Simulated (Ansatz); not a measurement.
**Which is lower?**

The two ends of one reaction step of GaH₂SF, singlet (PBE0-D4/def2-TZVP).

A:

| atom | x (Å) | y (Å) | z (Å) |
| --- | --- | --- | --- |
| Ga1 | -0.8478 | 0.0087 | -0.2970 |
| F2 | 1.1832 | 0.7310 | 0.5585 |
| S3 | 0.0400 | -1.8273 | -0.3383 |
| H4 | 1.2870 | -0.2184 | 0.4111 |
| H5 | -1.6625 | 1.3061 | -0.3343 |

B:

| atom | x (Å) | y (Å) | z (Å) |
| --- | --- | --- | --- |
| Ga1 | -0.4594 | 0.4601 | -0.0729 |
| F2 | 0.8315 | 1.4586 | 0.5745 |
| S3 | 0.1016 | -1.6389 | -0.2801 |
| H4 | 1.3366 | -1.4075 | 0.1994 |
| H5 | -1.8104 | 1.1277 | -0.4209 |

Computed with Ansatz 0.2.0 (basis: def2-TZVPP); correlated methods freeze the cores. Filled d shells of the heavier atoms are correlated. The def2 sets are not built for correlating such inner shells, so the correlated values are less sure here. B3LYP uses VWN-RPA correlation.

(1) Which structure is lower at CCSD(T), and by how much? (To be estimated.)

No T1 diagnostic of these runs exceeds 0.016.

Answers

(1) By the calculation: B, by 30.44 kcal/mol (electronic energy, against the other). By their contacts, A is a complex of GaHS ([S][GaH]) + HF and B is GaH₂SF ([F][GaH][SH]).

All methods give the same order:

| method | E(B) − E(A) (kcal/mol) |
| --- | --- |
| SPW92 | -23.87 |
| PBE-D4 | -25.41 |
| BLYP-D4 | -26.56 |
| r2SCAN-D4 | -29.18 |
| B97M-V | -29.76 |
| PBE0-D4 | -28.45 |
| B3LYP-D4 | -28.97 |
| r2SCAN0-D4 | -30.58 |
| BHLYP-D4 | -32.66 |
| CAM-B3LYP-D4 | -31.38 |
| wB97X-V | -32.57 |
| wB97M-V | -29.78 |
| B2PLYP | -29.64 |
| PBE-QIDH | -30.67 |
| RPA on PBE | -30.28 |
| HF | -38.35 |
| MP2 | -29.55 |
| CCSD | -32.30 |
| CCSD(T) | -30.44 |

Labels in which every atom is bracketed show which atoms are joined, not bond orders.

For scale, one of the runs: CCSD(T)/def2-TZVPP, 149 basis functions, launched by `ansatz run in.yaml --threads 2 --pin off --events-out ev --progress --plain --max-ram 4352MiB`. Time: 26 s of wall clock on 2 CPU threads; the host was shared. Peak host memory: 0.93 GiB.
